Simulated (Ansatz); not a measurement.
CH7FO3Si2 can be A, `C[Si@H](O)O[Si@@H](O)F`, or B, `CO[SiH2][Si](O)(O)F`.

Computed with Ansatz on PBE0-D4/def2-TZVP structures; ΔE is electronic, products minus reactants. CBS: MP2 limit from def2 TZ/QZ plus the TZ coupled-cluster correction, frozen cores. Functionals use def2-TZVPP. B3LYP here is the variant with VWN-RPA as its local correlation; programs differ in this. Each species was taken in one conformer, which may not be the lowest.

Question: Which is lower in electronic energy at CCSD(T)/CBS, and by how much? (An estimate is asked.)

Answer: Ansatz gave: A, by 262.6 kJ/mol.

Question: Give E(B) − E(A) in kJ/mol with ωB97M-V, B3LYP-D4, CCSD/def2-TZVPP, B2PLYP, MP2/def2-TZVPP, CCSD(T)/def2-TZVPP, B3LYP. (An estimate is asked.)

Answer: Computed: ωB97M-V 263.9, B3LYP-D4 250.0, CCSD/def2-TZVPP 261.3, B2PLYP 257.7, MP2/def2-TZVPP 272.8, CCSD(T)/def2-TZVPP 260.3, B3LYP 246.7. None reverses the order clearly.

Largest T1 diagnostic: 0.012.

The D4 term adds +3.3 kJ/mol with B3LYP and +1.8 kJ/mol with PBE0; it sums over pairs of atoms, weighted by their polarisabilities, and B3LYP, whose exchange is more repulsive, gets the larger term. From PBE to PBE0 (25 % exact exchange), in def2-TZVPP and without D4, E(B) − E(A) moves by +12.3 kJ/mol.
